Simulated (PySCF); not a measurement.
Compounds:

A. SMILES F[C@@]12C=C[C@@H](C1)[C@@H](Cl)C2
B. SMILES C/N=C/C(F)F
C. `N#CC1=C(F)[SiH2]C=C[SiH2]1`

Spectrum 1. 13C{1H} NMR (computed): δ 194.4 (C), 154.5 (CH), 150.6 (CH), 117.1 (C), 102.9 (C).

Spectrum 2. 13C{1H} NMR (computed): δ 161.6 (CH), 121.9 (CH), 50.5 (CH3).

Spectrum 3. 13C{1H} NMR (computed): δ 152.1 (CH), 140.9 (CH), 107.7 (C), 62.2 (CH), 54.6 (CH2), 51.7 (CH), 44.9 (CH2).

[PySCF: shieldings: GIAO PBE0/pcSseg-1; GFN2-xTB structure; averaged over atoms made equivalent by symmetry, fast rotation or ring inversion; gas phase; a single conformation; relativity neglected]

Chemical shifts δ = σref − σ; TMS for 13C (σref 186.93), all at this level. Splittings of carbon signals by F and P are missing where no couplings were computed. Shifts are as computed. Against solution values, carbons near 30 ppm lie about +3 ppm off and those near 130 ppm about +5 ppm; carbons on Cl a further +6 ppm (rms about the fit 2.1 ppm; single classes can miss by 10 ppm). Of 1328 compounds with measured shifts, 309 miss one by over three times the rms of a fit or turn the order of signals round; such compounds aren't used in these exercises. Signals without a measured value on file couldn't be tested in this way; 1H shifts scatter by 0.2 ppm about their fit, and single ones miss by 0.5 ppm. Carbons bonded to Cl come out too deshielded.

**Question.** Which spectrum belongs to which compound?

**Answer.** 1–C, 2–B, 3–A.

- Spectrum 1 (C): 5 13C signals; δC 154.5 is an alkene CH; δC 150.6 is an alkene CH.
- Spectrum 2 (B): 3 13C signals; δC 121.9 is an sp3 CH bonded to 2 F; δC 50.5 is a methyl carbon bonded to N.
- Spectrum 3 (A): 7 13C signals; δC 152.1 is an alkene CH; δC 140.9 is an alkene CH.
